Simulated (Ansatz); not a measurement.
Program: Ansatz. Geometries: PBE0-D4/def2-TZVP. ΔE: electronic, gas phase. CCSD(T)/CBS adds triple-zeta CCSD(T) − MP2 to the extrapolated MP2 energy (def2 sets, frozen cores). This one scheme is used for every species. Elements past krypton have def2 core potentials. For Sn outer-core shells are correlated without core-valence functions, which leaves a few kJ/mol of doubt a bond. One conformer a species, not always the lowest.

Reaction (cleavage of the Si–Sn bond): `C[Si](F)(F)[SnH3]` + `N=C=O` → `C[Si](F)(F)N=C=O` + `[SnH4]`

`C[Si](F)(F)[SnH3]`:

Z-matrix (Å, degrees):
```
C
Si 1 1.847
H 1 1.093 2 110.6
H 1 1.092 2 110.6 3 -120.1
H 1 1.093 2 110.1 3 119.9
F 2 1.598 1 108.6 3 -177.3
F 2 1.598 1 108.6 3 -62.6
Sn 2 2.569 1 116.6 3 60.1
H 8 1.707 2 110.2 1 59.8
H 8 1.707 2 110.2 1 -59.2
H 8 1.704 2 111.1 1 -179.7
```

`N=C=O`:

Cartesian coordinates in Å:
```
N 0.186 -0.612 0.420
C -0.290 0.187 -0.351
O -0.833 0.851 -1.132
H 0.936 -0.426 1.062
```

`C[Si](F)(F)N=C=O`:

```xyz
10

C     1.325    0.582    0.747
Si    0.317   -0.421   -0.404
F     0.741   -0.158   -1.906
F     0.529   -1.968   -0.143
N    -1.334   -0.085   -0.259
C    -2.516   -0.149   -0.431
O    -3.668   -0.177   -0.567
H     1.183    1.646    0.550
H     2.386    0.348    0.632
H     1.037    0.382    1.781
```

`[SnH4]`:

```xyz
5

Sn    0.000    0.000    0.000
H    -0.476    1.242   -1.065
H     1.598    0.279    0.520
H    -0.082   -1.500   -0.804
H    -1.040   -0.021    1.349
```

| level | ΔE (kcal/mol) |
| --- | --- |
| HF/def2-TZVPP | -30.9 |
| CCSD(T)/def2-TZVPP | -24.8 |

**Question.** What does CCSD(T)/CBS give? (An estimate is asked.)

**Answer.** The calculation gave: -22.8 kcal/mol. The listed levels differ from it by -8.1, -2.0 kcal/mol.

Largest T1 diagnostic among the species: 0.018.

In def2-TZVPP, CCSD(T) changes the Hartree–Fock value by +6.0 kcal/mol (the triples alone add +0.9 kcal/mol) and MP2 by +5.6 kcal/mol. From PBE to PBE0 (25 % exact exchange), in def2-TZVPP and without D4, ΔE moves by −2.9 kcal/mol.
